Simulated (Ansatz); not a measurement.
C4H3F5, SMILES `FC1C(F)(F)CC1(F)F`, relaxed with RKS PBE0-D4/def2-TZVP in Ansatz from a PBE-D4/def2-SVP geometry. The force threshold is 0.005 eV/Å; the program also tests the step.

Charge 0, multiplicity 1.

Start:

```xyz
12

F     1.458    1.709   -0.235
C     0.285    1.025   -0.245
C    -0.112    0.246    1.040
F     0.964   -0.013    1.827
F    -1.078    0.814    1.806
C    -0.537   -0.966    0.184
C     0.247   -0.339   -0.989
F     1.489   -0.868   -1.139
F    -0.369   -0.341   -2.199
H    -0.557    1.670   -0.580
H    -0.164   -1.946    0.532
H    -1.626   -0.991   -0.002
```

Task: By how much does the energy fall, and how many steps does the optimiser take? (Estimate.)

Result: The calculation gave: 4.49 kJ/mol, in 6 steps.

Task: Which bonds change most? (An estimate is asked.)

Result: Computed: C2–H10 from 1.112 to 1.094 Å; C6–H11 from 1.105 to 1.088 Å; C6–H12 from 1.105 to 1.089 Å; C3–F4 from 1.358 to 1.344 Å.

Task: Give the relaxed structure. (An estimate is asked.)

Result: The calculation gave: 
```xyz
12

F     1.437    1.710   -0.239
C     0.283    1.014   -0.242
C    -0.108    0.244    1.034
F     0.947   -0.016    1.823
F    -1.064    0.809    1.792
C    -0.530   -0.959    0.183
C     0.248   -0.337   -0.982
F     1.472   -0.870   -1.140
F    -0.361   -0.337   -2.181
H    -0.550    1.643   -0.571
H    -0.170   -1.926    0.525
H    -1.604   -0.977   -0.002
```
